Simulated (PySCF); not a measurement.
## Peak assignment

Mapped SMILES: `[CH3:1][CH2:2][C:3]([F:4])([F:5])[c:6]1[cH:7][cH:8][cH:9][cH:10][cH:11]1`. Each H is labelled by its parent atom.

Theoretical values (PySCF 2.14): GIAO PBE0/pcSseg-1 shieldings, structure optimised with PBE0-D3(BJ)/def2-SVP, spin–spin couplings from B3LYP/pcJ-1 (spin–dipole term only in couplings to heteroatoms). One computed conformer, non-relativistic Hamiltonian, isolated molecule, equivalent nuclei averaged.

Shifts are taken against calculated references (same method and geometry level): ¹³C (σref 184.41) and ¹H (σref 31.27) against TMS.

Problem. Assign these signals to the numbered atoms. ¹³C{¹H} NMR (computed): δ 146.2 (t, J = 26.1 Hz), 134.8, 133.7, 130.6 (t, J = 6.1 Hz), 124.5 (t, J = 297.6 Hz), 38.9 (t, J = 30.3 Hz), 7.8 (t, J = 3.4 Hz).

Solution. 
```tsv
δ (ppm)	atoms	environment	reason
146.2	C6	substituted aromatic carbon	–
134.8	C9	aromatic CH	the aromatic region
133.7	C8/C10	aromatic CH	–
130.6	C7/C11	aromatic CH	–
124.5	C3	fully substituted sp3 carbon bonded to 2 F, on an aromatic ring	2 electronegative neighbours deshield it
38.9	C2	sp3 CH2	aliphatic region, no heteroatom directly attached
7.8	C1	methyl carbon	aliphatic region, no heteroatom directly attached
```

C9 and C8/C10 lie closer than the usual error of such a calculation, so a measured spectrum could show them in the other order.

Problem. Assign these signals to the numbered atoms. ¹H NMR (400 MHz, computed): δ 7.63 (m, 2H), 7.54 (m, 2H), 7.51 (m, 1H), 1.57 (tq, J = 17.1, 8.4 Hz, 2H), 1.28 (t, J = 8.4 Hz, 3H).

Solution. 
7.63 → H(C7)/H(C11), hydrogen on an aromatic CH: the ring current deshields protons in the ring plane
7.54 → H(C8)/H(C10), hydrogen on an aromatic CH
7.51 → H(C9), hydrogen on an aromatic CH
1.57 → H(C2), hydrogen on an sp3 CH2
1.28 → H(C1), hydrogen on a methyl carbon: far from electronegative atoms and π systems

H(C7)/H(C11) and H(C8)/H(C10); H(C8)/H(C10) and H(C9) lie closer than the usual error of such a calculation, so a measured spectrum could show them in the other order.

C–F couplings over four or more bonds (about 3 Hz to the para carbon of a fluoroarene) are left out. Common functionals overestimate the size of one-bond C–F couplings by tens of Hz; these are unscaled. Splittings below 1 Hz are ignored in the labels, and close J values are merged. Couplings among chemically equivalent protons are left out too, so labels in AA′BB′ or AA′XX′ sets are apparent multiplicities. Unscaled 3J(H,H) at this level run about 10 % above measured values. Shifts are as computed. Against solution values, carbons near 30 ppm lie about +2 ppm off and those near 130 ppm about +5 ppm (rms about the fit 1.9 ppm; single classes can miss by 10 ppm). Of 1328 compounds with measured shifts, 309 miss one by over three times the rms of a fit or turn the order of signals round; such compounds aren't used in these exercises. Signals without a measured value on file couldn't be tested in this way; 1H shifts scatter by 0.2 ppm about their fit, and single ones miss by 0.5 ppm. 3J across rotatable bonds or in flexible rings reflects this conformer alone.
